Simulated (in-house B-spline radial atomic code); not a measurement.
Inner levels of indium as electrons are removed. A shift is the extra binding of the orbital against the neutral atom ([Kr] 4d10 5s2 5p1/2(1)). The density at the nucleus is averaged over the nuclear charge. Computed with a B-spline radial code for spherical atoms: Dirac-Hartree-Fock, jj configuration that fills j = l - 1/2 first, finite nuclei.

A number in brackets counts the electrons of a j subshell.

| ion | configuration | shift of 3p1/2 (eV) | shift of 2s1/2 (eV) | shift of 1s1/2 (eV) | radius of 3p1/2 (bohr) | radius of 2s1/2 (bohr) | radius of 1s1/2 (bohr) | Σ<r²> (bohr²) | change of density at nucleus (bohr⁻³) |
| --- | --- | --- | --- | --- | --- | --- | --- | --- | --- |
| In16+ | [Ar] 3d10 4s2 4p1/2(2) 4p3/2(1) | 389.66 | 405.58 | 409.32 | 0.33463 | 0.12781 | 0.029705 | 5.8357 | 236.23 |
| In17+ | [Ar] 3d10 4s2 4p1/2(2) | ? | ? | ? | ? | ? | ? | ? | ? |
| In18+ | [Ar] 3d10 4s2 4p1/2(1) | 461.36 | 483.73 | 492.09 | 0.33429 | 0.12776 | 0.029704 | 4.3203 | 306.57 |
| In19+ | [Ar] 3d10 4s2 | 497.99 | 524.56 | 535.64 | 0.33395 | 0.12773 | 0.029703 | 3.626 | 339.03 |
| In20+ | [Ar] 3d10 4s1 | 536.62 | 565.81 | 579.6 | 0.33338 | 0.12773 | 0.029703 | 2.9829 | -73.437 |
| In21+ | [Ar] 3d10 | 575.91 | 607.86 | 624.52 | 0.33279 | 0.12773 | 0.029702 | 2.3648 | -509 |
| In22+ | [Ar] 3d3/2(4) 3d5/2(5) | 642.78 | 690.46 | 708.04 | 0.32965 | 0.12764 | 0.029703 | 2.1953 | -429.89 |
| In23+ | [Ar] 3d3/2(4) 3d5/2(4) | ? | ? | ? | ? | ? | ? | ? | ? |
| In24+ | [Ar] 3d3/2(4) 3d5/2(3) | 780.51 | 862.11 | 882.25 | 0.32348 | 0.12745 | 0.029704 | 1.8832 | -261.41 |

Q: Fill in the row of In17+.

A: shift of 3p1/2 (eV): 425.45; shift of 2s1/2 (eV): 443.87; shift of 1s1/2 (eV): 449.69; radius of 3p1/2 (bohr): 0.33412; radius of 2s1/2 (bohr): 0.12779; radius of 1s1/2 (bohr): 0.029705; Σ<r²> (bohr²): 5.0481; change of density at nucleus (bohr⁻³): 275.05.

Q: Fill in the row of In23+.

A: shift of 3p1/2 (eV): 710.99; shift of 2s1/2 (eV): 775.22; shift of 1s1/2 (eV): 793.96; radius of 3p1/2 (bohr): 0.32655; radius of 2s1/2 (bohr): 0.12755; radius of 1s1/2 (bohr): 0.029704; Σ<r²> (bohr²): 2.0349; change of density at nucleus (bohr⁻³): -347.36.
